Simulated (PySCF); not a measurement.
## How methods differ on the excitation energy of Kr²⁺

Kr²⁺ [Ar] 3d10 4s2 4p4 (3P) → Kr²⁺ [Ar] 3d10 4s1 4p5 (3P), as a difference of total energies. Computed with PySCF 2.14 in x2c-QZVPPall (11s8p5d4f1g, 97 functions), with the spin-free X2C one-electron Hamiltonian (Gaussian nucleus). Correlated levels: valence: [Ar] 3d10 frozen; valence and next inner shell: [Ne] frozen. The calculations carry no spin-orbit coupling.

| method | excitation energy (eV) |
| --- | --- |
| UHF | 16.745 |
| LDA | 15.065 |
| PBE | 15.040 |
| PBE0 | 15.484 |
| r2SCAN | 15.274 |
| CAM-B3LYP | 15.604 |
| M06 | 15.600 |
| revPBE | 14.992 |
| B2PLYP | 15.472 |
| ROHF | 16.704 |
| MP2 (valence) | 15.504 |
| SCS-MP2 (valence) | 15.340 |
| MP2 (valence and next inner shell) | 15.461 |
| SCS-MP2 (valence and next inner shell) | 15.293 |

Question: How much does correlation contribute at MP2 (valence and next inner shell)?

Answer: 15.461 − (16.745) = -1.284 eV, measured against UHF.

A first-order spin-orbit estimate (lowest level to lowest level, LS coupling) adds -0.010 eV.
